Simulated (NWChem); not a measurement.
System meant: TiI4; SMILES [I][Ti]([I])([I])[I]

Here is an NWChem input.

```
start job
memory heap 200 mb stack 900 mb global 1100 mb
geometry units angstroms noautoz
  Ti    -0.000003    -0.000010    -0.000003
  I     -0.342134    -2.046383     1.477342
  I      0.304496     2.062255     1.463434
  I      2.072994    -0.331138    -1.442352
  I     -2.035365     0.315253    -1.498413
end
basis spherical
  Ti library def2-svp
  I library def2-svp
end
ecp
  I library def2-ecp
end
dft
  odft
  mult 2
  xc b3lyp
  iterations 150
  mulliken
end
task dft energy
```

End of the output:

```
 ==============================================================================
                                 internuclear angles
 ------------------------------------------------------------------------------
        center 1       |       center 2       |       center 3       |  degrees
 ------------------------------------------------------------------------------
    2 I                |   1 Ti               |   3 I                |   109.47
    2 I                |   1 Ti               |   4 I                |   109.47
    2 I                |   1 Ti               |   5 I                |   109.47
    3 I                |   1 Ti               |   4 I                |   109.47
    3 I                |   1 Ti               |   5 I                |   109.47
    4 I                |   1 Ti               |   5 I                |   109.47
 ------------------------------------------------------------------------------
                            number of included internuclear angles:          6
 ==============================================================================

 Summary of "ao basis" -> "" (spherical)
 ------------------------------------------------------------------------------
       Tag                 Description            Shells   Functions and Types
 ---------------- ------------------------------  ------  ---------------------
 Ti                         def2-svp                11       31   5s3p2d1f
 I                          def2-svp                10       26   4s4p2d

                                 NWChem DFT Module
                                 -----------------

 Summary of "ao basis" -> "ao basis" (spherical)
 ------------------------------------------------------------------------------
       Tag                 Description            Shells   Functions and Types
 ---------------- ------------------------------  ------  ---------------------
 Ti                         def2-svp                11       31   5s3p2d1f
 I                          def2-svp                10       26   4s4p2d

  number of electrons :                  122
  multiplicity        :                    2
 ------------------------------------------------------------------------
  no. of electrons and multiplicity not compatible                 122
 ------------------------------------------------------------------------
 ------------------------------------------------------------------------
  current input line :
    24: task dft energy
 ------------------------------------------------------------------------
 ------------------------------------------------------------------------
 There is an error in the input file
 ------------------------------------------------------------------------
 For more information see the NWChem manual at https://nwchemgit.github.io

0: no. of electrons and multiplicity not compatible:Received an Error in Communication
```

Problem. Can this run be used? If not, why, and what is the fix?

Solution. The program refused the input. Cause: the multiplicity doesn't fit the number of electrons (an even count wants an odd multiplicity, and the reverse). This input runs:
```
start job
memory heap 200 mb stack 900 mb global 1100 mb
geometry units angstroms noautoz
  Ti    -0.000003    -0.000010    -0.000003
  I     -0.342134    -2.046383     1.477342
  I      0.304496     2.062255     1.463434
  I      2.072994    -0.331138    -1.442352
  I     -2.035365     0.315253    -1.498413
end
basis spherical
  Ti library def2-svp
  I library def2-svp
end
ecp
  I library def2-ecp
end
dft
  xc b3lyp
  iterations 150
  mulliken
end
task dft energy
```
It converges to -2040.78250 Ha (B3LYP/def2-SVP with def2 effective core potentials on I).
